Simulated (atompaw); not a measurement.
Which change was made? (Zr, PAW (atompaw))

Zr, PAW, made with atompaw 4.2.0.5 (LDA (PW92), scalar-relativistic). Core [Ar] 3d10, reference 4s2 4p6 4d2 5s2 5p0. Waves: 4s (bound): rc 1.55 bohr; 5s (bound): rc 2.05 bohr; 4p (bound): rc 2.05 bohr; 5p (bound, empty): rc 2.05 bohr; 4d (bound): rc 2.05 bohr; 4d channel at 4.6 Ry: rc 2.00 bohr. Local part: bessel scheme, radius 2.00 bohr. Core correction: smooth core density matched at 1.55 bohr. Augmentation charge: besselshape compensation charge, radius 1.85 bohr; PAW radius 2.05 bohr; waves and projectors: custom polynom vanderbiltortho.

Cutoffs, loose and tight: the cutoffs (Ry, on a coarse ladder) from which the occupation-weighted sum of valence levels, in a spherical-Bessel basis at the reference potential, stays within 10 and 1 mRy of its value at 400 Ry. They see the waves, projectors and local potential, not the compensation charge or the core.

The base gives: outcome: generated; cutoff, loose: 25 Ry; cutoff, tight: 35 Ry; bound ghosts: none.

(1) After one change the result is: outcome: generated; cutoff, loose: 15 Ry; cutoff, tight: 25 Ry; bound ghosts: none. Which change was it?
A. all radii scaled by about 0.76 (s 1.18, p 1.56, d 1.56 bohr); local potential bessel scheme, radius 1.52 bohr; augmentation besselshape compensation charge, radius 1.40 bohr; PAW radius 1.56 bohr; waves and projectors: custom polynom vanderbiltortho; core correction smooth core density matched at 1.18 bohr
B. all radii scaled by about 1.10 (s 1.70, p 2.26, d 2.26 bohr); local potential bessel scheme, radius 2.20 bohr; augmentation besselshape compensation charge, radius 2.04 bohr; PAW radius 2.26 bohr; waves and projectors: custom polynom vanderbiltortho; core correction smooth core density matched at 1.70 bohr
C. all radii scaled by about 1.29 (s 2.00, p 2.64, d 2.64 bohr); local potential bessel scheme, radius 2.58 bohr; augmentation besselshape compensation charge, radius 2.38 bohr; PAW radius 2.64 bohr; waves and projectors: custom polynom vanderbiltortho; core correction smooth core density matched at 2.00 bohr
D. all radii scaled by about 0.94 (s 1.46, p 1.92, d 1.92 bohr); local potential bessel scheme, radius 1.88 bohr; augmentation besselshape compensation charge, radius 1.74 bohr; PAW radius 1.92 bohr; waves and projectors: custom polynom vanderbiltortho; core correction smooth core density matched at 1.46 bohr

Answers

(1) C. The others give: all radii scaled by about 1.10 (s 1.70, p 2.26, d 2.26 bohr); local potential bessel scheme, radius 2.20 bohr; augmentation besselshape compensation charge, radius 2.04 bohr; PAW radius 2.26 bohr; waves and projectors: custom polynom vanderbiltortho; core correction smooth core density matched at 1.70 bohr → outcome: generated; cutoff, loose: 21 Ry; cutoff, tight: 30 Ry; bound ghosts: none | all radii scaled by about 0.76 (s 1.18, p 1.56, d 1.56 bohr); local potential bessel scheme, radius 1.52 bohr; augmentation besselshape compensation charge, radius 1.40 bohr; PAW radius 1.56 bohr; waves and projectors: custom polynom vanderbiltortho; core correction smooth core density matched at 1.18 bohr → outcome: generated; cutoff, loose: 40 Ry; cutoff, tight: 80 Ry; bound ghosts: none | all radii scaled by about 0.94 (s 1.46, p 1.92, d 1.92 bohr); local potential bessel scheme, radius 1.88 bohr; augmentation besselshape compensation charge, radius 1.74 bohr; PAW radius 1.92 bohr; waves and projectors: custom polynom vanderbiltortho; core correction smooth core density matched at 1.46 bohr → outcome: generated; cutoff, loose: 30 Ry; cutoff, tight: 40 Ry; bound ghosts: none.
